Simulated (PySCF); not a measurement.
# [Yb(H2O)]3+ at several levels of theory

Computed with PySCF 2.14.0 (density fitting, no spin-orbit coupling) at the geometry relaxed with PBE0:

```xyz
4
[Yb(H2O)]3+ (singlet in the valence; each metal's 4f electrons, 13 of them, lie in its core potential, out of spins and levels)
Yb    0.0000    0.0000   -0.0436
O     0.0000    0.0000    2.0760
H     0.7815    0.0000    2.7077
H    -0.7815    0.0000    2.7077
```

```csv
level,basis,state,HOMO (eV),gap (eV),charge on Yb1 (e),population of f-type functions on Yb1 (polarisation alone where 4f lies in the core),dipole about the centre of mass (D),largest force component (eV/Å)
PBE0,"Yb lcecp-1-SVP with ECP59, O def2-SVP, H def2-SVP",singlet,-28.62,7.80,2.53,0.02,3.54,0.00
CAM-B3LYP,the same,singlet,-30.09,10.04,2.53,0.02,3.49,0.14
PBE0,"Yb lcecp-1-TZVP with ECP59, O def2-TZVP, H def2-TZVP",singlet,-28.59,7.79,2.62,0.02,3.61,0.36
```

In the lcecp rows the 4f levels are missing from HOMO and gap, and the state counts the valence alone.

Charges are Mulliken's, which hang on the basis. The relaxation used the grid (50, 194), these runs (75, 302) or, all-electron (x2c bases, spin-free X2C Hamiltonian), (99, 590).

What does PBE with Yb lcecp-1-SVP with ECP59, O def2-SVP, H def2-SVP give here?

state singlet, HOMO (eV) -27.00, gap (eV) 5.06, charge on Yb1 (e) 2.47, population of f-type functions on Yb1 (polarisation alone where 4f lies in the core) 0.02, dipole about the centre of mass (D) 3.91, largest force component (eV/Å) 0.48. Time: 1.3 s on 2 threads of Arm Neoverse V2 (shared host), from an already converged density.

In the first row's basis the gap widens with exact exchange: 5.1 eV for PBE (none); 7.8 eV for PBE0 (a fixed share); 10.0 eV for CAM-B3LYP (rising or full at long range).

An lcecp potential fixes the number of 4f electrons, so in runs with it no electron can move into or out of that shell.
